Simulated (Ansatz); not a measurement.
C4H9BCl2, SMILES `CC(C)CB(Cl)Cl`. Total charge 0; spin multiplicity 1.

```xyz
16

C    -0.488   -0.840   -1.585
C     0.189   -0.010   -0.505
C    -0.352    1.412   -0.495
C     0.022   -0.662    0.868
B     0.858   -0.096    2.051
Cl    0.300   -0.270    3.703
Cl    2.419    0.662    1.808
H    -0.080   -1.853   -1.626
H    -0.358   -0.385   -2.570
H    -1.563   -0.921   -1.396
H     1.261    0.035   -0.730
H     0.155    2.033    0.248
H    -1.422    1.415   -0.260
H    -0.225    1.890   -1.469
H    -1.037   -0.690    1.150
H     0.321   -1.722    0.809
```

Q: List the harmonic frequencies (cm⁻¹, unscaled) at PBE0-D4/def2-TZVP in Ansatz. (Estimate.)

A: The calculation gave: 28, 85, 123, 231, 233, 254, 285, 342, 388, 410, 437, 611, 768, 838, 927, 938, 964, 973, 1042, 1103, 1150, 1197, 1230, 1292, 1358, 1376, 1395, 1410, 1418, 1477, 1485, 1496, 1499, 2993, 3036, 3038, 3044, 3069, 3107, 3113, 3118, 3123.

Q: Is this a minimum?

A: Yes, all 42 modes are real.

Q: Give the ideal-gas thermochemistry at 298.15 K and 1 bar (rigid rotor, harmonic oscillator; point group C1, symmetry number 1).

A: Zero-point energy 337.4 kJ/mol; H(298) − E = 363.6 kJ/mol; entropy 400.4 J/(mol·K), of which translation 170.4, rotation 123.6, vibration 106.4; G(298) − E = 244.2 kJ/mol. Modes under 100 cm⁻¹ are hindered rotations or soft bends, so the harmonic entropy is rough.
